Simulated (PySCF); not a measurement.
F$_{3}$Sb (SMILES [F][Sb]([F])[F]), singlet, at a GFN2-xTB geometry (core potentials on Sb). Base run: BLYP/def2-SVP (PySCF).

PySCF was given this input:
```python
from pyscf import gto, scf, dft

mol = gto.M(
    atom='''
Sb    0.00179571   -0.00268353    0.40263206
F    -1.26106459   -0.92708194   -0.76113086
F    -0.18179938    1.56028347   -0.74936608
F     1.43268829   -0.61799484   -0.77108473
''',
    basis='def2-svp',
    ecp={'Sb': 'def2-svp'},
    verbose=4,
)

mf = dft.RKS(mol)
mf.xc = 'blyp'
mf.kernel()
mf.analyze()
```

Each row names what was changed in the base input (with any setting that the change needs).

| change | E (Eh) | HOMO (eV) | HOMO-LUMO gap (eV) | dipole (D) | core-seconds (rough) |
|---|---|---|---|---|---|
| base | -539.54740 | -8.10 | 5.46 | 4.56 | 4 |
| functional = o3lyp | -539.76597 | -8.98 | 6.61 | 4.91 | 3 |
| functional = camb3lyp | -539.52596 | -11.16 | 10.11 | 5.13 | 6 |
| functional = b3lyp; dispersion = d3zero | -539.68591 | -9.58 | 7.27 | 5.01 | 3 |
| functional = wb97x_v | -539.48165 | -12.10 | 12.14 | 5.13 | 80 |
| functional = m06l | -539.75239 | -8.57 | 6.05 | 5.19 | 5 |
| functional = pbe | -539.33147 | -8.25 | 5.50 | 4.54 | 4 |
| functional = x3lyp | -539.53574 | -9.63 | 7.41 | 5.03 | 3 |
| functional = hf | -537.38073 | -13.37 | 14.21 | 6.04 | 0.7 |
| functional = tpssh | -539.51478 | -9.02 | 6.57 | 4.82 | 5 |
| functional = b97-1 | -539.51354 | -9.54 | 7.42 | 5.04 | 3 |
| functional = pbe; dispersion = d3bjm | -539.33597 | -8.25 | 5.50 | 4.54 | 3 |
| functional = mn15 | -538.78845 | -10.53 | 9.01 | 5.18 | 5 |

Totals shift with the method and basis; they matter in differences.
